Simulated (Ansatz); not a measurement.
A structure relaxed at PBE0-D4/def2-TZVP, charge 0, multiplicity 1:

```xyz
7

O     1.386   -0.729   -2.558
C     1.067   -0.166   -1.589
N     0.790    0.469   -0.606
Sn   -0.481    0.314    0.941
Cl   -1.644   -1.671    0.647
H     0.458    0.183    2.345
H    -1.576    1.600    0.819
```

Q: Give its formula and SMILES.

A: CH2ClNOSn, `O=C=[N][SnH2][Cl]`.

Q: Point group (tolerance 0.08 Å, 0.16 Å for H)?

A: Cs.

Q: Summarise the bond lengths by kind.

A: 1 × C–O 1.165 Å; 1 × C–N 1.203 Å; 1 × N–Sn 2.008 Å; 1 × Cl–Sn 2.319 Å; 2 × H–Sn 1.693 Å.

Program: Ansatz 0.2.0.
